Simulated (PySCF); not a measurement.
C₂H₁₀OSi₃, SMILES O1[C@@H]([SiH2]C[SiH2]1)[SiH3]. The structure is a stationary point at PBE-D3(BJ)/def2-SVP. The structure was generated by enumeration; whether it is a known compound was not checked. The values are those of a single conformer.

Computed equilibrium geometry at PBE-D3(BJ)/def2-SVP (PySCF confirms it by a frequency run) as bond lengths and angles (one conformer of several):
Atoms: Si1 C2 O3 Si4 C5 Si6 H7 H8 H9 H10 H11 H12 H13 H14 H15 H16. Bond lengths (Å): Si1–C2 1.912, Si1–H7 1.503, Si1–H8 1.507, Si1–H9 1.506, C2–O3 1.447, C2–Si6 1.933, C2–H10 1.113, O3–Si4 1.703, Si4–C5 1.898, Si4–H11 1.501, Si4–H12 1.506, C5–Si6 1.902, C5–H13 1.109, C5–H14 1.108, Si6–H15 1.506, Si6–H16 1.505. Bond angles (°): C2–Si1–H7 110.8, C2–Si1–H8 108.7, C2–Si1–H9 110.2, H7–Si1–H8 108.5, H7–Si1–H9 109.7, H8–Si1–H9 108.8, Si1–C2–O3 110.4, Si1–C2–Si6 113.8, Si1–C2–H10 108.2, O3–C2–Si6 106.7, O3–C2–H10 107.9, Si6–C2–H10 109.7, C2–O3–Si4 117.7, O3–Si4–C5 103.6, O3–Si4–H11 107.1, O3–Si4–H12 111.1, C5–Si4–H11 114.3, C5–Si4–H12 111.5, H11–Si4–H12 109.1, Si4–C5–Si6 102.8, Si4–C5–H13 111.0, Si4–C5–H14 112.4, Si6–C5–H13 110.7, Si6–C5–H14 111.7, H13–C5–H14 108.2, C2–Si6–C5 99.6, C2–Si6–H15 112.8, C2–Si6–H16 110.6, C5–Si6–H15 113.7, C5–Si6–H16 110.7, H15–Si6–H16 109.1.
Charge 0, spin multiplicity 1.
